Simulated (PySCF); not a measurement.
CH₁₂N₂Si₃, SMILES N[SiH](N)C[SiH2][SiH3].

Geometry optimised at PBE0-D3(BJ)/def2-SVP. The structure was generated by enumeration, and PubChem lists no compound with its InChIKey, so it may never have been made. The values are those of a single conformer.

Method: PySCF with PBE/def2-TZVP.

The molecule is in vacuum.

```
Item                                                                                                           Result
---------------------------------------------------------------------------------------------  ----------------------
total energy                                                                                      -1022.81241 hartree
highest occupied level                                                                                       -5.81 eV
lowest empty level                                                                                           -0.56 eV
orbital gap                                                                                                   5.24 eV
dipole moment                                                                                                  1.68 D
quadrupole, principal values (traceless, Buckingham form, about the centre of nuclear charge)  -4.82, -1.79, 6.61 D·Å
```
